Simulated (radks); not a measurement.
The numbers below are computed, except where a source is named.
Species: Ru4+. Configuration: [Kr] 4d4.

Level of theory: scalar-relativistic Kohn-Sham, exchange-only B88, spin-polarised, spherical densities, point nucleus; open shells are filled with parallel spins first (spin-orbit coupling, left out, can overturn this in heavy ions) (a radial shooting solver on a logarithmic mesh with Libxc functionals).

Energy parts (hartree):
total: -4525.71722
kinetic: 4682.29589
electron-nucleus: -10845.12589
Hartree: 1767.50285
exchange: -130.39007

Orbitals (lengths in bohr, moments of r in powers of bohr; <r^-3> diverges for s and p1/2; r(90%) holds 90 % of the orbital's charge):
orbital  occ.  eigenvalue (hartree)  <r^-3>  r(90%)
1s down     1             -808.2158       -  0.0599
1s up       1             -808.2153       -  0.0599
2s up       1             -117.8367       -   0.225
2s down     1             -117.8102       -   0.225
2p up       3             -105.7414    3001   0.207
2p down     3             -105.7215    3002   0.207
3s up       1             -22.28414       -   0.594
3s down     1             -22.26958       -   0.594
3p up       3             -18.31259   515.4   0.608
3p down     3             -18.29603   515.2   0.608
3d up       5             -11.92412   69.48   0.611
3d down     5             -11.89883   69.46   0.611
4s up       1              -4.67554       -    1.46
4s down     1              -4.53808       -    1.45
4p up       3              -3.55190   82.92    1.61
4p down     3              -3.40582   84.60    1.61
4d up       4              -1.92157   7.434    2.09
4d down     0              -1.76952   7.480    2.12
5s up       0              -1.45495       -    3.34
5s down     0              -1.35578       -    3.45
5p up       0              -1.16550   15.20    3.81
4f up       0              -0.68426  0.1914    4.45

The highest occupied level is 4d up at -52.289 eV. Spin moment in Bohr magnetons: 4. Summed over all electrons, <r^2> = 22.67 bohr^2, which gives a Langevin (diamagnetic) susceptibility term of -18 x 10^-6 cm^3/mol.
